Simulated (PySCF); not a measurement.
## Radial density of Ni¹³⁺ (nickel, charge +13)

r2SCAN0, [Ne] 3s2 3p3, high-spin 4S determinant. Computed with PySCF 2.14 in an uncontracted even-tempered set (17 s from 0.93 bohr⁻², ratio 2.5; 11 p from 1.2 bohr⁻², ratio 2.5; 5 d from 6.3 bohr⁻², ratio 2.7; 4 f from 9.5 bohr⁻², ratio 2.7), with the non-relativistic Hamiltonian (point nucleus).

```
r (bohr)  4πr²ρ (e/bohr)  4πr²(ρα − ρβ)
0.000871          0.1364         0.0000
 0.00146          0.3732         0.0000
 0.00246          0.9984         0.0001
 0.00414           2.571         0.0002
 0.00697           6.211         0.0009
  0.0117           13.48         0.0045
  0.0197           24.46         0.0253
  0.0332           33.26         0.1344
  0.0558           30.57         0.5664
  0.0938           27.03         1.5353
   0.158           37.35         1.6450
   0.266           24.27        -0.0453
   0.447           9.775         4.0262
   0.751           7.446         4.3296
    1.26          0.4000         0.2404
    2.13       0.0008472         0.0005
```

(1) Where is the radial spin density 4πr²(ρα − ρβ) most negative, and why is it negative at all?

Answers

(1) Around r = 0.266 bohr, down to -0.0453 e/bohr: exchange with the open shell polarises the paired shells in an unrestricted calculation.
